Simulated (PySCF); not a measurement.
Compound: C5H5O2 (doublet state).
Geometry (GFN2-xTB, Å), atoms numbered from 1 in this order:
```
atom  x, y, z in Å
C1     2.5166   -0.0240    0.0603
O2     1.4580   -0.8356    0.2530
C3     0.2294   -0.3575    0.3503
C4    -0.9392   -1.0547    0.5595
C5    -1.9604   -0.0791    0.5802
C6    -1.3569    1.1233    0.3864
O7    -0.0162    0.9692    0.2434
H8     2.3912    1.0331   -0.0512
H9     3.4519   -0.5322   -0.0310
H10   -1.0308   -2.1126    0.6807
H11   -3.0071   -0.2534    0.7222
H12   -1.7353    2.1229    0.3266
```

The hyperfine couplings belong to this conformer and change with its torsions.

As a line formula: `[CH2]Oc1ccco1` [radical].

Level of theory: PySCF, UKS B3LYP, pcH-1 on C H O, non-relativistic, mean-field spin-orbit, GIAO. Geometry: GFN2-xTB, one conformer, isolated molecule. A GFN2-xTB geometry isn't a minimum of the functional, and hyperfine couplings can be far from their values at a DFT geometry. The SCF solution wasn't tested for stability.

(1) The isotropic 17O couplings are -16.7, +0.8 MHz. Assign them to O2; O7.

## Answers

(1) 
| site | a_iso (MHz) | ρ(0) (bohr⁻³) | position | distance from C1 (Å) | spin population | largest \|T\| (MHz) |
| --- | --- | --- | --- | --- | --- | --- |
| O2 | -16.7 | +0.0276 | 1 bond from C1 | 1.35 | +0.08 | 54.7 |
| O7 | +0.8 | -0.0013 | 3 bonds from C1 | 2.73 | 0.00 | 1.5 |

ρ(0) is the spin density at the nucleus and T the dipolar tensor. The Mulliken spin populations are largest on C1 (+0.93), C4 (+0.09), O2 (+0.08) and C6 (+0.07). C1 is the only atom above +0.15. The angles at C1 add up to 359.9°, so it is planar; its axial dipolar tensor and the negative couplings of its protons fit spin in a p orbital normal to that plane.

H8 and H9 aren't averaged: C1 is flat or nearly so (angle sum 360°), and its turn about the short C1–O2 bond (1.35 Å) is taken as slow.

Time: 35 s of wall time (with the writing of density and orbital grids); peak memory 0.87 GiB. Hardware: one thread of an Intel Xeon at 2.60 GHz, shared host with 128 logical CPUs at a one-minute load of 13.
